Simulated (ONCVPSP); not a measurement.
## Sn: variants of one ONCV potential

Base potential:

ONCVPSP 4.0.1 input, shortened (lines: element, Z, core and valence counts, functional; n l f; lmax; l rc ep ncon nbas qcut; lloc lpopt rc5 dvloc0; l nproj debl; icmod fcfact rcfact), PW91, scalar-relativistic:

```
  Sn 50.00    9    2  -109134      upf
    1    0    2.00
    2    0    2.00
    2    1    6.00
    3    0    2.00
    3    1    6.00
    3    2   10.00
    4    0    2.00
    4    1    6.00
    4    2   10.00
    5    0    2.00
    5    1    1.50
    2
    0    2.15    0.00    4    8    2.90
    1    2.75    0.00    4    7    2.90
    2    2.90    0.06    4    7    2.80
    4    5    1.85    0.00
    0    2    3.90
    1    1    2.20
    2    2    1.90
    0    0.00    0.00
```

Cutoffs, loose and tight: the cutoffs (Ha) at which the residual kinetic energy of the hardest occupied pseudo-wave falls to 1 and 0.1 mHa per electron. They do not see the model core or the augmentation charge, which bear on the density cutoff. Test errors are all-electron minus pseudo excitation energies from the reference, over the configurations 5s2 5p2; 5s2 5p1; 5s2 5p0; 5s1 5p3. A dash means not determined; rows that change the core or the reference have their own tests.

1 further variants are left out, since the program set their typed debl aside.

A true bound ghost makes a file unfit for plane-wave use even where its test errors are small: the radial tests pick states by their node count and pass the ghost by.

```tsv
change	outcome	cutoff, loose	cutoff, tight	bound ghosts	GHOST(+) flags above zero	largest test error (meV)
base	generated	17 Ha	35 Ha	none	s	+20
functional LDA (Perdew-Zunger)	generated	17 Ha	35 Ha	none	s	+28
all radii scaled by about 0.82 (s 1.78, p 2.26, d 2.38 bohr); local potential polynomial inside 1.52 bohr (lpopt 5, dvloc0 0 Ha)	generated	11 Ha	34 Ha	d	p, d	+20
core correction Teter function, fcfact 5, rcfact 1.3	generated	17 Ha	35 Ha	none	s	-65
local potential polynomial inside 1.50 bohr (lpopt 5, dvloc0 3 Ha)	generated	17 Ha	35 Ha	none	s	+20
reference 5s2; wave 5p: rc 2.75 bohr, ncon 4, nbas 7, qcut 2.9 1/bohr, 1 projector becomes p scattering state at 0.04 Ha: rc 2.75 bohr, ncon 4, nbas 7, qcut 2.9 1/bohr, 1 projector	failed: ERROR pspot: first pseudo wave function has node, program will stop	–	–	–	–	–
p: ncon 3, nbas 6	generated	17 Ha	35 Ha	none	s	+21
fully relativistic; p: rc 2.15, qcut 3.7	generated	17 Ha	35 Ha	none	s	+24
p: qcut 2	generated	17 Ha	35 Ha	none	s	+21
local potential polynomial inside 1.85 bohr (lpopt 5, dvloc0 7.5 Ha)	generated	17 Ha	35 Ha	p	none	+20
```

Q: What comes out with this change to the base: s: nbas 9?

A: outcome: generated; cutoff, loose: 16 Ha; cutoff, tight: 48 Ha; bound ghosts: none; GHOST(+) flags above zero: s; largest test error (meV): +19.
